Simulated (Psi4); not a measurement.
CHN, charge +1, doublet, at a GFN2-xTB geometry (a state made from the parent by changing its charge; the spin is typed, not shown lowest). Base run: BLYP/3-21G (Psi4).

Psi4 was given this input:
```
memory 2 GB

molecule mol {
1 2
  C    -0.000000   -0.000000   -0.483127
  N     0.000000    0.000000    0.641659
  H    -0.000000   -0.000000   -1.592853
}

set basis 3-21g
set reference uks

energy('blyp')
print_variables()
```

Variants of this job, named by their change:

```tsv
change	ΔE vs base (mEh)	point group used	SCF cycles
base	0.000	c2v	9
molecule keys = symmetry c1	0.000	c1	9
molecule keys = no_reorient	0.000	c2v	9
jitter_ang = 0.002	-0.504	cs	18
symmetry = c2	0.000	c2	9
molecule keys = symmetry c1, no_reorient, no_com	0.000	c1	9
symmetry = cs	0.000	cs	9
```

Open shells are given as the SCF converged; they aren't shown to be the lowest states, and a large step between rows can be another state.
